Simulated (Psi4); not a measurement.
Pair of molecules: SiH4 (SMILES [SiH4]) (first 5 atoms) with CH2F2 (SMILES FCF); geometry from B3LYP-D3(BJ)/def2-TZVP, rigid monomers moved along the line of their centres of mass till Si1···F6 is 5.88 Å.
(charge 0, multiplicity 1):
```json
[
 {"atom": "Si", "x (Å)": "-0.0884", "y (Å)": "0.0561", "z (Å)": "0.0743"},
 {"atom": "H", "x (Å)": "0.2043", "y (Å)": "-1.1742", "z (Å)": "0.8457"},
 {"atom": "H", "x (Å)": "-1.3128", "y (Å)": "0.6946", "z (Å)": "0.6005"},
 {"atom": "H", "x (Å)": "-0.2947", "y (Å)": "-0.3140", "z (Å)": "-1.3456"},
 {"atom": "H", "x (Å)": "1.0569", "y (Å)": "0.9863", "z (Å)": "0.1745"},
 {"atom": "F", "x (Å)": "0.2533", "y (Å)": "0.4753", "z (Å)": "5.9265"},
 {"atom": "C", "x (Å)": "-0.1743", "y (Å)": "-0.6446", "z (Å)": "6.5779"},
 {"atom": "F", "x (Å)": "-1.5306", "y (Å)": "-0.7041", "z (Å)": "6.4857"},
 {"atom": "H", "x (Å)": "0.1036", "y (Å)": "-0.5606", "z (Å)": "7.6296"},
 {"atom": "H", "x (Å)": "0.2501", "y (Å)": "-1.5183", "z (Å)": "6.0820"}
]
```

Level of theory: SAPT0/jun-cc-pV(D+d)Z (Psi4).

Which attractive term is largest, and how does the interaction split up?

electrostatics -0.04, exchange 0.00, induction 0.00, dispersion -0.03, total -0.08 kcal/mol; the largest attraction is electrostatics.
